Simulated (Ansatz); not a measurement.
Ansatz results at the PBE0-D4/def2-TZVP geometry: HOMO–LUMO gap (PBE/def2-TZVPP) 3.97 eV; HOMO–LUMO gap (ωB97M-V/def2-TZVPP) 9.76 eV; LUMO energy (B3LYP/def2-TZVPP) -1.12 eV.

Each molecule was computed in one conformer, which needn't be the lowest.

Task: Which molecule gave them?
A. `C[NH][Zr]([Cl])([Cl])[O]C`
B. `C[O][Zr]([OH])([Cl])[S]C`
C. `[NH2][Zr]([NH2])([OH])[OH]`
D. `C[N](C)[Zr]([F])([F])[NH]C(C)(C)C`

Result: B. The others give `C[N](C)[Zr]([F])([F])[NH]C(C)(C)C`: 3.97, 9.73, -0.59; `[NH2][Zr]([NH2])([OH])[OH]`: 4.57, 9.89, -0.39; `C[NH][Zr]([Cl])([Cl])[O]C`: 4.02, 10.39, -1.32.

B3LYP here is the variant with VWN-RPA as its local correlation; programs differ in this.
